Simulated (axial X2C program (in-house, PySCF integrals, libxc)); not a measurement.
# Bond lengths and stretching modes, held linear, of CuCN⁻

Computed with an in-house all-electron X2C program for linear molecules (integrals from PySCF): two-component X2C with atomic mean-field Coulomb and Gaunt terms, Gaussian nuclei, basis Cu dyall-v3z, C dyall-v3z, N dyall-av3z with contracted cores. Spin-free rows use the one-electron spin-free X2C Hamiltonian.

Masses Cu 62.930, C 12.000, N 14.003 u. States: 2c Ω = 1/2 (beyond evenly filled blocks: ω = 1/2); spin-free M_S = 1/2, Λ = 0 (beyond evenly filled blocks: σα).

HF, spin-free: energies above the lowest point

```csv
r(Cu–C) (Å),r(C–N) (Å),E (meV)
1.8418,1.1359,138.84
1.8418,1.1650,171.19
1.8418,1.1941,302.55
1.8890,1.1359,54.56
1.8890,1.1650,86.96
1.8890,1.1941,218.42
1.8890,1.2233,430.58
1.9362,1.1359,0.00
1.9362,1.1650,32.19
1.9362,1.1941,163.50
1.9835,1.1650,1.00
1.9835,1.2233,344.06
```

Question: Fit a quadratic surface with cubic terms in each bond: where is the minimum, and what are the two stretching wavenumbers?

Answer: At HF, spin-free: bonds 2.063 and 1.142 Å; harmonic stretches 226.4 and 2391.6 cm⁻¹; force constants 0.56, 21.6 and coupling -0.01 mdyn/Å.

The other levels and Hamiltonians give:

| Hamiltonian | level | r(Cu–C) (Å) | r(C–N) (Å) | lower stretch (cm⁻¹) | upper stretch (cm⁻¹) |
| --- | --- | --- | --- | --- | --- |
| 2c | PBE0 | 1.886 | 1.163 | 393.2 | 2214.6 |
| 2c | HF | 2.064 | 1.142 | 224.2 | 2391.1 |
| 2c | BHandHLYP | 1.940 | 1.150 | 353.6 | 2294.6 |
| spin-free | PBE0 | 1.886 | 1.163 | 393.7 | 2214.7 |
| spin-free | BHandHLYP | 1.940 | 1.150 | 354.3 | 2294.7 |

Each state is one determinant, the lowest of a limited PBE0 search; the stretches come from a fit to these few points and carry an uncertainty of a few per cent. Other orders of the atoms were not compared. Left out for rough or failed fits: MP2 2c, MP2 spin-free. The levels spread by more than a fifth, so the stretches depend strongly on the method. For an anion the highest level of a functional can be positive, and the basis then holds the extra electron. The molecule was held linear; bending was not examined, so a bent shape may lie lower.
